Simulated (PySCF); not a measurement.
Some computed properties have been withheld. Give your best values.

Species: C5H4N2.
Numbering: `[H]/[N:7]=[CH:6]\[CH:5]=[C:4]=[CH:3][C:2]#[N:1]` (hydrogens: H8 on C3; H9 on C5; H10 on C6; H11 on N7)

Conformer (atom-mapped SMILES and torsion angles): `[H]/[N:7]=[CH:6]\[CH:5]=[C:4]=[CH:3][C:2]#[N:1]`: C4–C5–C6–N7 180°.

| property | level | value |
| --- | --- | --- |
| point group of the GFN2-xTB geometry | GFN2-xTB | C1 |
| rotational constants A, B, C of the GFN2-xTB geometry | GFN2-xTB | ? |
| dipole moment | CAM-B3LYP/def2-SVPD | 3.73 D |
| HOMO energy | CAM-B3LYP/def2-SVPD | ? |
| LUMO energy | CAM-B3LYP/def2-SVPD | ? |
| lowest singlet excitation | TDDFT CAM-B3LYP/def2-SVPD | 4.64 eV (267 nm, f = 0.003) |
| strongest line among the 8 lowest singlet transitions | TDDFT CAM-B3LYP/def2-SVPD | S5 at 6.48 eV (191 nm, f = 1.188) |
| lowest triplet excitation (Tamm–Dancoff) | TDA CAM-B3LYP/def2-SVPD | 3.82 eV |
| static isotropic polarisability | CAM-B3LYP/def2-SVPD | 78.0 au |
| electronic spatial extent ⟨r²⟩ about the centre of nuclear charge | CAM-B3LYP/def2-SVPD | 1077 bohr² |

The electronic properties come from PySCF, for the isolated species, density fitting.

(1) Give the HOMO energy.

(2) What is the LUMO energy?

(3) The rotational constants A, B, C of the GFN2-xTB geometry?

## Answers

(1) -9.44 eV.

(2) -0.83 eV.

(3) 10.927, 1.050, 1.002 GHz.

The principal polarisabilities are 50.6, 53.7 and 129.8 au; their mean is the isotropic value. The rotational constants make it an asymmetric top with κ = (2B − A − C)/(A − C) = -0.99, nearer the prolate limit (−1). No computed singlet falls in the visible range (750 to 380 nm, 1.65 to 3.26 eV); S1 lies 1.38 eV above its blue end. In wavenumbers S1 is 37400 cm⁻¹ (1 eV = 8065.54 cm⁻¹).

One conformer stands for the species.
